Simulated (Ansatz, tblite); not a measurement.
Forces on SnH2(NHEt)2 (C4H14N2Sn) at its PBE-D4/def2-SVP geometry. The state is a singlet with charge 0.

In the def2 sets Sn takes a core potential; there is no spin–orbit coupling. The xTB rows come from tblite.

GFN1-xTB (tblite), largest force 0.82 eV/Å:

```xyz
21
positions Å, forces eV/Å
Sn   -0.050   -0.466   -0.070    0.001   -0.399   -0.064
H    -1.446   -1.464    0.224    0.368    0.273   -0.107
H     1.295   -1.383   -0.688   -0.356    0.239    0.194
N     0.143    0.570    1.702    0.689    0.253    0.227
C     0.001   -0.100    2.987   -0.706    0.000    0.271
C     1.178   -0.981    3.424    0.628   -0.258   -0.115
H     0.949    1.206    1.690   -0.602   -0.550    0.104
H    -0.184    0.670    3.774    0.221   -0.219   -0.435
H    -0.927   -0.715    2.959    0.483    0.206   -0.096
H     1.343   -1.814    2.706   -0.167    0.495    0.335
H     1.009   -1.427    4.427   -0.047    0.331   -0.578
H     2.119   -0.393    3.470   -0.533   -0.259   -0.047
N    -0.174    1.104   -1.400   -0.673    0.330   -0.161
C     0.020    0.897   -2.828    0.722    0.083   -0.227
C    -1.141    0.233   -3.579   -0.637   -0.275   -0.006
H    -0.975    1.717   -1.208    0.599   -0.499   -0.251
H     0.244    1.880   -3.305   -0.240   -0.348    0.327
H     0.942    0.289   -2.969   -0.483    0.172    0.137
H    -1.341   -0.788   -3.186    0.180    0.575   -0.144
H    -0.930    0.143   -4.666    0.023    0.119    0.656
H    -2.076    0.821   -3.465    0.529   -0.269   -0.018
```

GFN2-xTB (tblite), largest force 0.77 eV/Å:

```
Sn 0.013 0.479 0.087
H 0.240 0.068 -0.091
H -0.233 0.042 0.108
N 0.174 -0.172 0.090
C -0.291 -0.009 0.289
C 0.470 -0.214 0.061
H -0.422 -0.439 0.137
H 0.224 -0.283 -0.513
H 0.572 0.284 -0.145
H -0.196 0.546 0.369
H -0.011 0.357 -0.677
H -0.621 -0.298 -0.055
N -0.164 -0.115 -0.152
C 0.303 0.087 -0.265
C -0.470 -0.178 -0.152
H 0.423 -0.385 -0.254
H -0.247 -0.434 0.379
H -0.571 0.229 0.204
H 0.210 0.636 -0.157
H -0.018 0.111 0.757
H 0.616 -0.312 -0.020
```

r2SCAN-D4/def2-TZVP (Ansatz), largest force 0.54 eV/Å:

```
Sn 0.011 0.334 0.057
H 0.229 0.175 -0.066
H -0.219 0.157 0.122
N 0.308 0.056 -0.439
C -0.337 -0.062 0.398
C 0.303 -0.182 0.042
H -0.383 -0.362 0.038
H 0.114 -0.327 -0.380
H 0.441 0.275 -0.032
H -0.094 0.388 0.312
H 0.045 0.220 -0.467
H -0.454 -0.254 -0.029
N -0.320 -0.086 0.422
C 0.357 0.071 -0.386
C -0.304 -0.155 -0.115
H 0.382 -0.338 -0.139
H -0.133 -0.432 0.244
H -0.440 0.257 0.103
H 0.108 0.468 -0.161
H -0.065 0.052 0.511
H 0.450 -0.257 -0.036
```
